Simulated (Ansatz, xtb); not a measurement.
# Relative energy of two isomers of C6H5NO

Structure X is `Cc1ccc(C#N)o1`, a singlet and structure Y is `Cc1cocc1C#N`, a singlet. Both are isolated molecules in the gas phase, relaxed with B3LYP/def2-SVP.

**Question.** Which of the two would you expect CCSD(T)/def2-SVP + ΔMP2/def2-TZVPP electronic energies to favour?

**Answer.** Too close to call at this level: CCSD(T)/def2-SVP + ΔMP2/def2-TZVPP gives E(Y) − E(X) = +0.37 kcal/mol.

How the difference moves with the method:

```tsv
level	geometry	E(Y) − E(X) (kcal/mol)	departure from the last row (kcal/mol)	job, with rough time for the two
GFN2-xTB	GFN2-xTB	−0.26	−0.63	optimisation, 0.13 s
HF/STO-3G	GFN2-xTB	+0.85	+0.48	single point, 0.34 s
r2SCAN-D4/def2-SVP	GFN2-xTB	+1.42	+1.05	single point, 3.5 s
B3LYP/def2-SVP	B3LYP/def2-SVP	+1.54	+1.17	optimisation, 24 s
HF/def2-SVP	B3LYP/def2-SVP	−0.10	−0.47	part of the CCSD(T) run
MP2/def2-SVP	B3LYP/def2-SVP	+0.18	−0.19	part of the CCSD(T) run
CCSD(T)/def2-SVP	B3LYP/def2-SVP	−0.05	−0.42	single point
CCSD(T)/def2-SVP + ΔMP2/def2-TZVPP	B3LYP/def2-SVP	+0.37		single point, 69 s
```

As drawn, both hold the same kinds of bond in the same numbers.

The largest departure from CCSD(T)/def2-SVP + ΔMP2/def2-TZVPP is that of B3LYP/def2-SVP, 1.17 kcal/mol. The last row adds to CCSD(T) the change of the MP2 difference between the two basis sets, here +0.42 kcal/mol.

With thermal terms from frequencies at re-optimised GFN2-xTB minima (ideal gas, soft modes damped towards free rotors, one conformer each, 298.15 K, 1 atm): the zero-point term adds +0.10 kcal/mol; ΔH is +0.43 and ΔG +0.53 kcal/mol.

The correlated steps freeze 8 core orbitals. Codes used: Ansatz 0.2.0, xtb 6.7.1; the last row on 4 threads of Arm Neoverse V1 on a shared host.
